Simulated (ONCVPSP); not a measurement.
## An all-electron radial function and its pseudo partner (sulfur (S))

Columns: radius, all-electron u(r) and pseudo u(r) of the 3s shell (level -39.40 eV) of sulfur in the configuration [Ne] 3s2 3p2; LDA (Perdew-Wang 92), scalar-relativistic, ONCV scheme, ONCVPSP 4.0.1.

```json
{"r (bohr)": "0.085", "all-electron": "0.1704", "pseudo": "0.0132"}
{"r (bohr)": "0.170", "all-electron": "-0.1638", "pseudo": "0.0315"}
{"r (bohr)": "0.255", "all-electron": "-0.3920", "pseudo": "0.0593"}
{"r (bohr)": "0.340", "all-electron": "-0.4413", "pseudo": "0.1004"}
{"r (bohr)": "0.425", "all-electron": "-0.3577", "pseudo": "0.1566"}
{"r (bohr)": "0.510", "all-electron": "-0.1991", "pseudo": "0.2276"}
{"r (bohr)": "0.595", "all-electron": "-0.0095", "pseudo": "0.3107"}
{"r (bohr)": "0.680", "all-electron": "0.1822", "pseudo": "0.4016"}
{"r (bohr)": "0.765", "all-electron": "0.3587", "pseudo": "0.4952"}
{"r (bohr)": "0.850", "all-electron": "0.5111", "pseudo": "0.5867"}
{"r (bohr)": "0.935", "all-electron": "0.6357", "pseudo": "0.6714"}
{"r (bohr)": "1.020", "all-electron": "0.7323", "pseudo": "0.7456"}
{"r (bohr)": "1.105", "all-electron": "0.8024", "pseudo": "0.8058"}
{"r (bohr)": "1.190", "all-electron": "0.8488", "pseudo": "0.8492"}
{"r (bohr)": "1.275", "all-electron": "0.8745", "pseudo": "0.8745"}
{"r (bohr)": "1.360", "all-electron": "0.8826", "pseudo": "0.8826"}
{"r (bohr)": "1.445", "all-electron": "0.8764", "pseudo": "0.8764"}
{"r (bohr)": "1.530", "all-electron": "0.8586", "pseudo": "0.8586"}
{"r (bohr)": "1.615", "all-electron": "0.8319", "pseudo": "0.8319"}
{"r (bohr)": "1.700", "all-electron": "0.7984", "pseudo": "0.7984"}
{"r (bohr)": "1.785", "all-electron": "0.7602", "pseudo": "0.7602"}
{"r (bohr)": "1.870", "all-electron": "0.7188", "pseudo": "0.7188"}
{"r (bohr)": "1.955", "all-electron": "0.6756", "pseudo": "0.6756"}
{"r (bohr)": "2.040", "all-electron": "0.6316", "pseudo": "0.6316"}
{"r (bohr)": "2.125", "all-electron": "0.5877", "pseudo": "0.5877"}
{"r (bohr)": "2.210", "all-electron": "0.5445", "pseudo": "0.5445"}
```

(1) How many radial nodes do the two functions have?

(2) At about which radius was the pseudo-wave matched?

(3) Where does each function peak?

(4) Is the pseudo-wave norm-conserving?

Answers

(1) The all-electron 3s function has n − l − 1 = 2; the pseudo-wave has 0, since the states of the same l below it are removed with the core.

(2) 1.30 bohr. The columns agree to 0.0005 from 1.19 bohr on; several derivatives are matched, so the curves merge somewhat inside the radius.

(3) Outermost all-electron maximum near 1.36 bohr, pseudo maximum near 1.36 bohr (to the table’s step).

(4) Yes: the ONCV scheme keeps the norm inside the radius equal to the all-electron one, which fixes the energy derivative of the logarithmic derivative at the level.
